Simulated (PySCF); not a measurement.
Isomers of C6H8FOP.

All values: PBE0/pcSseg-1 (PySCF) at GFN2-xTB geometries, gas phase, one conformer each.

Question: Rank by the lowest Hirshfeld charge on any atom, lowest value first.
A. `[CH3:1][O:2][c:3]1[cH:4][cH:5][c:6]([F:7])[p:8]1[CH3:9]` with C1–O2–C3–C4 -2°
B. `[CH3:1][C:2]1=[C:3]([F:4])[P@@:5]1(=[O:6])[CH:7]1[CH2:8][CH2:9]1` with C3–P5–C7–C8 -122°
C. `[CH2:1]=[CH:2][CH2:3][P@:4]1(=[O:5])[C:6]([CH3:7])=[C:8]1[F:9]` with C1–C2–C3–P4 -104°, C2–C3–P4–O5 -177°
D. `[CH3:1][O:2][C:3]([F:4])=[C:5]=[P:6][CH:7]1[CH2:8][CH2:9]1` with C1–O2–C3–F4 10°, C5–P6–C7–C8 35°

Answer: C (-0.387 e), B (-0.375 e), D (-0.169 e), A (-0.154 e).

Question: Rank by LUMO energy, highest first.
A. `[CH3:1][O:2][C:3]([F:4])=[C:5]=[P:6][CH:7]1[CH2:8][CH2:9]1` with C1–O2–C3–F4 10°, C5–P6–C7–C8 35°
B. `[CH3:1][C:2]1=[C:3]([F:4])[P@@:5]1(=[O:6])[CH:7]1[CH2:8][CH2:9]1` with C3–P5–C7–C8 -122°
C. `[CH:1]#[C:2][P@@:3]1(=[O:4])[CH2:5][C@H:6]([F:7])[C@H:8]1[CH3:9]` with C2–P3–C5–C6 89°, P3–C5–C6–F7 138°, C5–C6–C8–C9 -143°, C2–P3–C8–C6 -89°
D. `[CH3:1][O:2][c:3]1[cH:4][cH:5][c:6]([F:7])[p:8]1[CH3:9]` with C1–O2–C3–C4 -2°
E. `[CH2:1]=[CH:2][CH2:3][P@:4]1(=[O:5])[C:6]([CH3:7])=[C:8]1[F:9]` with C1–C2–C3–P4 -104°, C2–C3–P4–O5 -177°

Answer: B (-0.04 eV), E (-0.51 eV), C (-0.69 eV), D (-0.91 eV), A (-1.78 eV).

Question: Rank by HOMO–LUMO gap, lowest first.
A. `[CH3:1][O:2][C:3]([F:4])=[C:5]=[P:6][CH:7]1[CH2:8][CH2:9]1` with C1–O2–C3–F4 10°, C5–P6–C7–C8 35°
B. `[CH3:1][C:2]1=[C:3]([F:4])[P@@:5]1(=[O:6])[CH:7]1[CH2:8][CH2:9]1` with C3–P5–C7–C8 -122°
C. `[CH3:1][O:2][c:3]1[cH:4][cH:5][c:6]([F:7])[p:8]1[CH3:9]` with C1–O2–C3–C4 -2°
D. `[CH:1]#[C:2][P@@:3]1(=[O:4])[CH2:5][C@H:6]([F:7])[C@H:8]1[CH3:9]` with C2–P3–C5–C6 89°, P3–C5–C6–F7 138°, C5–C6–C8–C9 -143°, C2–P3–C8–C6 -89°

Answer: A (4.65 eV), C (4.99 eV), D (7.18 eV), B (7.62 eV).

All values together:

```
                       SMILES  μ (D)  HOMO (eV)  LUMO (eV)  lowest IAO charge (e)  highest IAO charge (e)  lowest Hirshfeld charge (e)  highest Hirshfeld charge (e)
      CC1=C(F)[P@@]1(=O)C1CC1   3.97      -7.66      -0.04             -0.881 (O)              +1.470 (P)                   -0.375 (O)                    +0.397 (P)
                COc1ccc(F)p1C   3.03      -5.90      -0.91             -0.592 (C)              +0.536 (P)                   -0.154 (C)                    +0.162 (P)
              COC(F)=C=PC1CC1   1.72      -6.43      -1.78             -0.460 (C)              +0.479 (P)                   -0.169 (C)                    +0.148 (C)
C#C[P@@]1(=O)C[C@H](F)[C@H]1C   4.06      -7.87      -0.69             -0.868 (O)              +1.519 (P)                   -0.383 (O)                    +0.443 (P)
        C=CC[P@]1(=O)C(C)=C1F   4.15      -7.59      -0.51             -0.876 (O)              +1.453 (P)                   -0.387 (O)                    +0.395 (P)
```

Conformers: `[CH3:1][C:2]1=[C:3]([F:4])[P@@:5]1(=[O:6])[CH:7]1[CH2:8][CH2:9]1` with C3–P5–C7–C8 -122°; `[CH3:1][O:2][c:3]1[cH:4][cH:5][c:6]([F:7])[p:8]1[CH3:9]` with C1–O2–C3–C4 -2°; `[CH3:1][O:2][C:3]([F:4])=[C:5]=[P:6][CH:7]1[CH2:8][CH2:9]1` with C1–O2–C3–F4 10°, C5–P6–C7–C8 35°; `[CH:1]#[C:2][P@@:3]1(=[O:4])[CH2:5][C@H:6]([F:7])[C@H:8]1[CH3:9]` with C2–P3–C5–C6 89°, P3–C5–C6–F7 138°, C5–C6–C8–C9 -143°, C2–P3–C8–C6 -89°; `[CH2:1]=[CH:2][CH2:3][P@:4]1(=[O:5])[C:6]([CH3:7])=[C:8]1[F:9]` with C1–C2–C3–P4 -104°, C2–C3–P4–O5 -177°.
